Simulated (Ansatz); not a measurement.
Start from `[Cl][GaH2]` and change one atom or group to get `[Cl][GaH][Cl]`.

Ansatz, PBE0-D4/def2-TZVP geometries, multiplicity 1. 

Scalar relativity is left out up to krypton.

```
                                          property  `[Cl][GaH2]`
size of the dipole moment (ωB97M-V/def2-TZVPP) / D          1.95
             HOMO–LUMO gap (B3LYP/def2-TZVPP) / eV          6.10
                LUMO energy (PBE0/def2-TZVPP) / eV         -1.83
                 HOMO energy (PBE/def2-TZVPP) / eV         -7.13
               HOMO–LUMO gap (PBE/def2-TZVPP) / eV          4.50
                 LUMO energy (PBE/def2-TZVPP) / eV         -2.62
```

Task: What does the change do to each property? (An estimate is asked.)

Result: The calculation gave: 
```json
{"property": "size of the dipole moment (ωB97M-V/def2-TZVPP) / D", "`[Cl][GaH][Cl]`": "1.72", "shift": "-0.23"}
{"property": "HOMO–LUMO gap (B3LYP/def2-TZVPP) / eV", "`[Cl][GaH][Cl]`": "6.87", "shift": "0.77"}
{"property": "LUMO energy (PBE0/def2-TZVPP) / eV", "`[Cl][GaH][Cl]`": "-1.73", "shift": "0.10"}
{"property": "HOMO energy (PBE/def2-TZVPP) / eV", "`[Cl][GaH][Cl]`": "-7.74", "shift": "-0.61"}
{"property": "HOMO–LUMO gap (PBE/def2-TZVPP) / eV", "`[Cl][GaH][Cl]`": "5.24", "shift": "0.74"}
{"property": "LUMO energy (PBE/def2-TZVPP) / eV", "`[Cl][GaH][Cl]`": "-2.51", "shift": "0.11"}
```

With PBE0 the HOMO falls by 0.71 eV and the LUMO rises by 0.10 eV, so the gap widens by about 0.81 eV. PBE moves the HOMO by -0.61 eV and ωB97M-V by -0.73 eV. Dipoles are sizes alone; their direction can turn.

B3LYP here is the variant with VWN-RPA as its local correlation; programs differ in this.
